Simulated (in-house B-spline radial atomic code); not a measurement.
Configurations of Se²⁺, with energies counted from [Ar] 3d10 4s2 4p2. All numbers are computed (scalar-relativistic (X2C) HSE06, spin-polarised, spherical fractional occupations, exact exchange averaged over the configuration; Fermi nucleus of rms radius 4.14 fm) with an all-electron radial atomic-structure program (B-spline basis), not measured. Shells without spins written out take the highest spin.

Occupations are held fixed; configurations that lie above the ionisation limit could autoionise.

```tsv
configuration	E - E(ref) (eV)	highest orbital	its <r> (bohr)
[Ar] 3d10 4s2 4p1 5s1	15.442	5s up	3.934
[Ar] 3d10 4s1 4p2 5f1	36.136	5f up	9.348
[Ar] 3d9 4s2 4p3	53.332	4p up	1.872
[Ar] 3d9 4s2 4p2 5f1	82.501	5f up	9.303
[Ne] 3s2 3p5 3d10 4s2 4p2 4d1	173.75	4d up	2.718
```

Q: Order these further configurations by energy, lowest first.
A. [Ar] 3d10 4s1 4p2 5s1
B. [Ar] 3d10 4s1 4p2 5d1
C. [Ar] 3d10 4s1 4p2 4d1
D. [Ne] 3s2 3p5 3d10 4s2 4p2 5s1
E. [Ne] 3s2 3p5 3d10 4s2 4p2 4f1

A: C (24.73 eV), A (25.197 eV), B (32.811 eV), D (174.46 eV), E (183.04 eV).
